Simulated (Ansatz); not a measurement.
Cost and result up the ladder for the cluster HfAg12 (13 atoms). Total charge 0; singlet. Geometry: r2SCAN-D4/def2-SVP.

```xyz
13

Hf    0.110   -0.191   -0.042
Ag    1.984   -1.545    1.664
Ag    2.743    0.682    0.107
Ag   -0.804   -1.779    2.047
Ag    0.875    0.767    2.570
Ag   -1.743    0.988    1.811
Ag   -2.736   -0.686   -0.115
Ag    1.919   -0.713   -2.211
Ag   -1.782    1.658   -1.166
Ag   -1.046   -2.764   -0.588
Ag    0.562    2.585    0.547
Ag   -0.887   -0.762   -2.572
Ag    0.805    1.761   -2.053
```

Ansatz on 2 threads of AMD EPYC 7R13 on a shared host and a share (18 GiB) of an NVIDIA H100 80GB HBM3. Times are rough, and most runs start from the orbitals of an earlier one. No level here is sound enough to serve as a yardstick. Binding counts from free atoms at the same level (Hf triplet, Ag doublet; other spins of the atoms weren't run), without zero-point energy or a counterpoise term.

In the def2 sets Ag, Hf take a core potential; there is no spin–orbit coupling. HSE06 is defined as in plane-wave codes, on full-range PBE exchange. Correlated methods freeze no core orbitals; core or outer-core shells of Hf, Ag are correlated, in sets that lack core-valence functions. Single mean-field runs in def2-SVP, def2-TZVP are fitted with def2-universal-jkfit. No other spin state of charge 0 was run. Another isomer (singlet) lies 0.12 eV lower at PBE0-D4/def2-TZVP; other spin states weren't run for this one.

Run but left out: MP2/def2-TZVP (restricted singlet, unstable towards broken spin symmetry).

Correlated methods converge slowly with the basis.

| level | functions | wall time | binding energy per atom (eV) | remarks |
| --- | --- | --- | --- | --- |
| PBE-D4/def2-SVP | 404 | 7 s | 2.15 | restricted SCF unstable in HF |
| PBE0-D4/def2-SVP | 404 | 8 s | 1.95 | restricted SCF unstable in HF |
| PBE-D4/def2-TZVP (with forces) | 520 | 8.5 s | 2.20 | – |
| PBE0-D4/def2-TZVP | 520 | 11 s | 2.01 | restricted SCF unstable in HF |
| r2SCAN-D4/def2-TZVP | 520 | 13 s | 2.22 | restricted SCF unstable in HF |
| HSE06-D4/def2-TZVP | 520 | 13 s | 2.00 | restricted SCF unstable in HF |
| RPA@PBE/def2-TZVP | 520 | 16 s | 2.00 | – |
